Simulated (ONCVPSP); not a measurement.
## Plane-wave convergence, ONCV potential for lithium

lithium (Li), optimised norm-conserving Vanderbilt (ONCV), made with ONCVPSP 4.0.1 (PBE, scalar-relativistic). Core [He], reference 2s1. Waves: 2s: rc 2.75 bohr, ncon 4, nbas 8, qcut 2.9 1/bohr, 2 projectors, debl 0.7 Ha; p scattering state at 0.31 Ha: rc 2.30 bohr, ncon 4, nbas 7, qcut 3.1 1/bohr, local; d scattering state at 0.25 Ha: rc 2.75 bohr, ncon 4, nbas 8, qcut 2.9 1/bohr, 1 projector. Local part: the p channel. Core correction: polynomial model core, fcfact 0.7.

Task: For each optimised wave give the share of its norm inside rc, the residual kinetic energy above qcut (Ha) and the cutoffs (Ha) for errors of 10, 1, 0.1 and 0.01 mHa per electron.

Result:

```tsv
wave	norm inside rc	residual KE	10 mHa	1 mHa	0.1 mHa	0.01 mHa
2s	0.264	1.4e-05	0.4	2.1	3.3	4.5
s projector 2	0.334	1.0e-04	2.5	3.4	4.3	12.7
p projector 1	0.248	1.5e-03	2.8	5.4	22.5	28.2
d projector 1	0.117	2.3e-05	0.9	1.6	3.3	5.5
```

The occupied waves need 2.1 Ha and 3.3 Ha for 1 and 0.1 mHa. The cutoffs count occupied waves only; projector 1 of the p channel, the hardest unoccupied one, needs 5 Ha at the loose tolerance.
